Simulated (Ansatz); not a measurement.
C$_{2}$H$_{6}$GeTe, SMILES `C=[C]([GeH3])[TeH]`. Total charge 0; spin multiplicity 1. Te: def2 effective core potential. The geometry is a stationary point of PBE0-D4/def2-TZVP.

```xyz
10

C     0.661   -1.111    1.138
C     0.100   -0.044    0.576
Ge   -0.373   -0.007   -1.310
Te   -0.423    1.617    1.759
H     0.934   -1.156    2.190
H     0.873   -2.002    0.553
H    -1.898    0.093   -1.465
H     0.149   -1.297   -1.968
H     0.274    1.222   -1.971
H    -0.297    2.686    0.498
```

(1) What is the dipole moment at PBE/def2-TZVPP? (Estimate.)

(2) And with r2SCAN, B3LYP, ωB97M-V? (Best estimate.)

(3) Give the Mulliken charges with PBE, ωB97M-V, r2SCAN in def2-TZVPP. (Estimate.)

Answers

(1) The calculation gave: 0.47 D, with components (0.19, -0.42, -0.05) D in this frame, pointing from negative to positive charge.

(2) Computed: r2SCAN 0.55 D, B3LYP 0.53 D, ωB97M-V 0.58 D.

(3) Computed: 
```csv
atom,PBE,ωB97M-V,r2SCAN
C1,-0.20,-0.19,-0.15
C2,-0.13,-0.24,-0.19
Ge3,0.08,0.05,0.12
Te4,0.10,0.12,0.10
H5,0.09,0.11,0.08
H6,0.09,0.10,0.08
H7,0.00,0.03,0.00
H8,-0.01,0.02,-0.02
H9,0.00,0.02,-0.01
H10,-0.02,-0.01,-0.02
```

B3LYP here is the variant with VWN-RPA as its local correlation; programs differ in this.
